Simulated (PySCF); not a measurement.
Compound: C₂H₉FN₂Si.
Structure used (PBE0-D3(BJ)/def2-SVP), in Å, numbered top down from 1:
```
atom  x, y, z in Å
C1    -2.230    0.165    0.572
C2    -1.169   -0.768    0.009
N3     0.171   -0.392    0.404
Si4    1.507   -0.135   -0.632
N5     2.563    0.962    0.136
F6     0.822    0.376   -2.026
H7    -2.056    1.196    0.230
H8    -3.239   -0.143    0.257
H9    -2.211    0.167    1.674
H10   -1.399   -1.810    0.305
H11   -1.215   -0.745   -1.091
H12    0.344   -0.426    1.402
H13    2.344   -1.293   -1.049
H14    3.548    0.994   -0.096
H15    2.233    1.833    0.534
```

Level of theory: TDDFT wB97X-D/def2-SVPD, vertical, gas phase, core orbitals frozen in the response in PySCF 2.14.0, density-fitted response routines.

Transition dipole moments from the ground state, in atomic units and in the frame of the coordinates above (overall signs are arbitrary), for the states with f of 0.002 or more among the lowest 6:

```json
{"state": "S1", "E (eV)": "6.755", "μx": "0.227", "μy": "-0.216", "μz": "-0.069"}
{"state": "S2", "E (eV)": "7.340", "μx": "0.247", "μy": "-0.032", "μz": "0.372"}
{"state": "S3", "E (eV)": "7.462", "μx": "-0.107", "μy": "-0.384", "μz": "0.280"}
{"state": "S4", "E (eV)": "7.897", "μx": "0.631", "μy": "0.366", "μz": "-0.266"}
{"state": "S5", "E (eV)": "8.088", "μx": "-0.366", "μy": "0.074", "μz": "0.206"}
{"state": "S6", "E (eV)": "8.213", "μx": "-0.419", "μy": "-0.032", "μz": "0.050"}
```

(1) What oscillator strength does each state have?

(2) Which bond between heavy atoms lies closest to the direction of the S4 transition dipole?

(3) What angle do the transition dipoles of S3 and S6 make?

(4) How is the summed strength of these states shared among x, y and z?

(5) What peak molar absorption coefficient would the strongest computed level give as a lone Gaussian band 0.4 eV wide at half height?

Answers

(1) f = (2/3) ΔE |μ|² with ΔE in hartree (27.2114 eV).

| state | \|μ\|² (au) | \|μ\| (D) | f |
| --- | --- | --- | --- |
| S1 | 0.103 | 0.82 | 0.017 |
| S2 | 0.200 | 1.14 | 0.036 |
| S3 | 0.237 | 1.24 | 0.043 |
| S4 | 0.603 | 1.97 | 0.117 |
| S5 | 0.182 | 1.08 | 0.036 |
| S6 | 0.179 | 1.08 | 0.036 |

(2) N3–Si4, at 24° from it; next C2–N3 at 39°.

(3) |cos θ| = |μa·μb| / (|μa| |μb|) = 0.35, so θ ≈ 70° (taken between 0 and 90°, since the signs are arbitrary).

(4) (2/3) Σ ΔE μα² gives 0.161 for x, 0.062 for y and 0.062 for z, 0.285 in all.

(5) ε(max) = 2.175×10⁸ f / FWHM, with the width in cm⁻¹. S4: 2.175×10⁸ × 0.1167 / 3226 ≈ 7900 L mol⁻¹ cm⁻¹.

One conformer stands for the species.

Without π bonds the low states may be Rydberg-like; a valence basis with one diffuse set may place them up to an eV too high.
